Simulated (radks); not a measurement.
Question: The table gives one normalised radial function P(r) = r R(r) (large component) of Tc4+ in [Kr] 4d3 (r in bohr). Method: Dirac Kohn-Sham, LDA (Slater exchange, Perdew-Wang correlation), spin-unpolarised, spherical densities, finite nucleus; open shells are shared between the two j in proportion to 2j + 1; Fermi nuclear charge, rms radius 4.4112 fm; computed with a radial shooting solver on a logarithmic mesh with Libxc functionals.

r           P
0.003852   0.0053
0.004378   0.0068
0.005016   0.0088
0.005701   0.0111
0.006531   0.0143
0.007483   0.0184
0.008505   0.0231
0.009744   0.0294
0.01107    0.0368
0.01269    0.0465
0.01442    0.0577
0.01652    0.0721
0.01878    0.0884
0.02151    0.1089
0.02445    0.1315
0.02801    0.1591
0.03184    0.1882
0.03648    0.2219
0.04179    0.2575
0.0475     0.2910
0.05441    0.3240
0.06185    0.3495
0.07085    0.3663
0.08053    0.3677
0.09226    0.3485
0.1049     0.3064
0.1201     0.2325
0.1365     0.1347
0.1564     0.0038
0.1792    -0.1462
0.2037    -0.2915
0.2334    -0.4311
0.2652    -0.5279
0.3039    -0.5717
0.3454    -0.5410
0.3957    -0.4233
0.4497    -0.2361
0.5152     0.0264
0.5856     0.3054
0.6709     0.5968
0.7625     0.8293
0.8736     0.9978
1.001      1.0650
1.138      1.0342
1.303      0.9183
1.481      0.7579
1.697      0.5669
1.929      0.3958
2.21       0.2448
2.511      0.1405
2.877      0.0689
3.27       0.0310
3.747      0.0113
4.258      0.0037
4.879      0.0009

Which n and l does it have? It may be an empty orbital.

Answer: n = 4, l = 1: the number of nodes gives n - l - 1 = 2, the rise at small r points to l (this Dirac orbital starts outside the nucleus as r^gamma with gamma = sqrt((l + 1)^2 - (Z/c)^2) = 1.98; the j = 3/2 orbital of l + 1 starts with the same power, but with a smaller coefficient, and then steepens), and the extent must fit the shell. The curve is that of 4p3/2; the two j differ most near the nucleus, where j = l - 1/2 has the larger amplitude, and in heavy atoms j = l - 1/2 is also the more compact. 4p3/2: eigenvalue -89.611 eV, 2 radial nodes at r = 0.157, 0.509 bohr, <r> = 1.15 bohr, 90 % of the charge inside 1.69 bohr.
